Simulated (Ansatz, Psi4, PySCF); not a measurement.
CH2Cl (SMILES [CH2-]Cl), charge -1, singlet, at a GFN2-xTB geometry (in this run its highest filled SCF level lies above zero, so its values depend strongly on the basis, on diffuse functions most of all). Base run: BHANDHLYP/6-311G** (PySCF).

Geometry (Å):
```xyz
4

C      0.0038     0.1622    -1.2496
Cl    -0.0016     0.0002     0.6191
H      0.8841    -0.4914    -1.5111
H     -0.8801    -0.4848    -1.5155
```
Charge -1, spin multiplicity 1.
All else is at PySCF's defaults.

The same geometry, method and basis name were run in Ansatz (a quantum-chemistry and plane-wave program) and Psi4 and PySCF, at each program's defaults and at the settings that a row names. The base is PySCF at its defaults. Differences at the defaults can come from grids, fitting, cores and function types together.

| code and settings | ΔE vs base (mEh) | basis functions | E (Eh) | SCF cycles |
|---|---|---|---|---|
| PySCF, defaults (exact integrals, its default grid, spherical functions) | 0.000 | 56 | -499.44213 | 10 |
| Psi4, defaults (density fitting with its default set, its default grid, spherical functions) | -0.039 | 56 | -499.44217 | 8 |
| Ansatz, defaults (factorised integrals, its default grid, Cartesian functions) | -0.667 | 57 | -499.44280 | - |
| PySCF, density fitting with def2-universal-jkfit | 0.013 | 56 | -499.44212 | 10 |
| PySCF, fine grid | 0.000 | 56 | -499.44213 | 10 |
| Psi4, exact integrals, spherical functions, fine grid | 0.000 | 56 | -499.44213 | 11 |
| Ansatz, high accuracy, Cartesian functions as the basis file defines them | -0.686 | 57 | -499.44282 | - |
